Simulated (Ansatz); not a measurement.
Start from `B[CH2][Zn][NH2]` and change one atom or group to get `B[CH2][Zn][GaH2]`.

Ansatz, PBE0-D4/def2-TZVP geometries, multiplicity 1. Each molecule was computed in one conformer, which needn't be the lowest.

Scalar relativity is left out up to krypton.

| property | `B[CH2][Zn][NH2]` |
| --- | --- |
| HOMO–LUMO gap (ωB97M-V/def2-TZVPP) / eV | 10.15 |
| HOMO energy (B3LYP/def2-TZVPP) / eV | -6.79 |
| HOMO energy (PBE/def2-TZVPP) / eV | -5.74 |
| HOMO energy (ωB97M-V/def2-TZVPP) / eV | -9.40 |
| LUMO energy (ωB97M-V/def2-TZVPP) / eV | 0.75 |
| size of the dipole moment (PBE/def2-TZVPP) / D | 1.44 |

**Question.** Give the same properties after the change, and the shifts. (Best estimate.)

**Answer.** Ansatz gave: 
```
                                      property  `B[CH2][Zn][GaH2]`  shift
       HOMO–LUMO gap (ωB97M-V/def2-TZVPP) / eV                7.92  -2.23
           HOMO energy (B3LYP/def2-TZVPP) / eV               -6.63   0.16
             HOMO energy (PBE/def2-TZVPP) / eV               -5.93  -0.19
         HOMO energy (ωB97M-V/def2-TZVPP) / eV               -8.81   0.59
         LUMO energy (ωB97M-V/def2-TZVPP) / eV               -0.89  -1.64
size of the dipole moment (PBE/def2-TZVPP) / D                1.83   0.39
```

With PBE0 the HOMO rises by 0.19 eV and the LUMO falls by 1.57 eV, so the gap narrows by about 1.76 eV. PBE moves the HOMO by -0.19 eV and ωB97M-V by 0.59 eV. Dipoles are sizes alone; their direction can turn.

Positive LUMOs are unbound, so they and the gaps depend on the basis.

B3LYP here is the variant with VWN-RPA as its local correlation; programs differ in this.
